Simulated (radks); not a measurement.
Q: Radial electron density D(r) = 4 pi r^2 rho(r) of an atom or ion with 33 electrons. Method: scalar-relativistic Kohn-Sham, PBE, spin-polarised, spherical densities, finite nucleus; Fermi nuclear charge, rms radius of each element as measured or else 0.836 A^(1/3) + 0.57 fm; computed with a radial shooting solver on a logarithmic mesh with Libxc functionals.

| r (bohr) | D(r) (e/bohr) | spin D(r) |
|---|---|---|
| 0.003186 | 3.555 | -0.000100 |
| 0.004148 | 5.537 | -0.000146 |
| 0.005402 | 8.449 | -0.000195 |
| 0.007034 | 12.56 | -0.000216 |
| 0.009233 | 18.22 | -0.000110 |
| 0.01202 | 25.00 | 0.000368 |
| 0.01565 | 32.38 | 0.00179 |
| 0.02038 | 39.00 | 0.00539 |
| 0.02676 | 43.02 | 0.0139 |
| 0.03484 | 42.72 | 0.0306 |
| 0.04537 | 38.99 | 0.0603 |
| 0.05907 | 35.72 | 0.104 |
| 0.07754 | 38.01 | 0.151 |
| 0.101 | 45.95 | 0.166 |
| 0.1315 | 51.60 | 0.114 |
| 0.1712 | 46.29 | 0.0142 |
| 0.2247 | 33.36 | -0.00444 |
| 0.2926 | 28.07 | 0.176 |
| 0.381 | 32.98 | 0.389 |
| 0.4961 | 34.18 | 0.292 |
| 0.646 | 24.23 | 0.00130 |
| 0.8479 | 11.75 | 0.207 |
| 1.104 | 5.850 | 1.13 |
| 1.438 | 4.310 | 1.99 |
| 1.872 | 2.990 | 1.84 |
| 2.457 | 1.271 | 0.905 |
| 3.199 | 0.3058 | 0.243 |
| 4.166 | 0.03705 | 0.0324 |
| 5.425 | 0.001835 | 0.00171 |

What is the nuclear charge?

A: Z = 35. The innermost maximum, from 1s, lies near gamma/Z bohr with gamma = sqrt(1 - (Z/c)^2) = 0.967, here 0.0276 bohr (found: 0.0299), and its height grows with Z. The density is that of the bromine ion Br2+ in [Ar] 3d10 4s2 4p3; the configuration itself is not fixed sharply by these data, and Z only to about a unit. D(r) has 3 maxima, at r = 0.0299, 0.134, 0.451 bohr, and minima at 0.0625, 0.286 bohr, inside which lie 2.08, 11.02 electrons.
